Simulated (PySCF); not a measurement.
## How methods differ on the interval between two levels of Zr⁺

Zr⁺ [Kr] 4d2 5s1 [4F9/2, M_J = 9/2] → Zr⁺ [Kr] 4d3 [4F9/2, M_J = 9/2], as a difference of total energies. Calculation: PySCF 2.14, in x2c-TZVPall-2c (8s9p7d1f, 77 functions); the two-component X2C-1e Hamiltonian. Correlated levels: [Ar] 3d10 frozen; the 6 highest virtual spinors dropped. "Screened" scales the spin-orbit matrix elements by Boettger's factors to mimic the two-electron term; Breit and QED terms are absent.

```csv
method,interval between two levels (cm⁻¹),error (cm⁻¹)
GHF (spin-free),3635.2,+1200
GMP2 (spin-free),4416.4,+1981
GHF (screened spin-orbit),3565.0,+1130
GMP2 (screened spin-orbit),4336.9,+1902
```

Reference: 2435.0 cm⁻¹ (measured; NIST Handbook of Basic Atomic Spectroscopic Data (Sansonetti and Martin, J. Phys. Chem. Ref. Data 34, 1559 (2005))).

The spin-free rows relax to the high-spin LS determinant and lack the spin-orbit shift.

Errors of the correlated levels include the incompleteness of this basis and the frozen core.

The labels give the starting determinants; with spin-orbit coupling the two ends relaxed to ⟨J²⟩ = 24.76, ⟨L²⟩ = 12.02, ⟨S²⟩ = 3.76 and ⟨J²⟩ = 24.76, ⟨L²⟩ = 12.03, ⟨S²⟩ = 3.75.
